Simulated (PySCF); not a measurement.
A calculated (PBE, PySCF 2.14, aug-cc-pVDZ-DK, scalar relativity by spin-free X2C-1e) atom or ion has these occupied shells.

```csv
shell,electrons,orbital energy (eV),"rms radius, mean of both spins (bohr)"
1s α,1,-6462.1,0.0703
1s β,1,-6462.1,0.0703
2s α,1,-781.92,0.303
2s β,1,-779.98,0.303
2p α,3,-668.09,0.274
2p β,3,-666.60,0.274
3s α,1,-123.82,0.907
3s β,1,-119.14,0.907
3p α,3,-92.211,0.970
3p β,3,-87.614,0.970
3d α,4,-43.113,1.15
```

Problem. Name the element and its charge.

Solution. Mn³⁺ (manganese, charge +3), in [Ar] 3d4, high-spin 5D determinant.
